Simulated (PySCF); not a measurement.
PySCF input:

```python
from pyscf import gto, scf, mp, cc as ccmod

mol = gto.M(
    atom='''
    S    -0.21893664   -0.10620662    0.36855545
    O     0.23046504    1.25696270   -0.16615744
    O     0.11738981   -1.21182731   -0.44335922
    H     0.72014738    1.33822274   -1.02075390
    ''',
    basis='cc-pvdz',
    charge=1,
    spin=0,
    verbose=4,
)

mf = scf.RHF(mol)
mf.conv_tol = 1e-10
mf.max_cycle = 100
mf.kernel()
mp2 = mp.MP2(mf, frozen=7).run()
cc = ccmod.CCSD(mf, frozen=7)
cc.max_cycle = 100
cc.kernel()
et = cc.ccsd_t()
print(f'E(CCSD(T)) = {cc.e_tot + et:.9f}')
```

Problem. Which total energy does the run end on?

Solution. -547.98991 Eh (CCSD(T)/cc-pVDZ).

It need not be the lowest isomer of its formula.
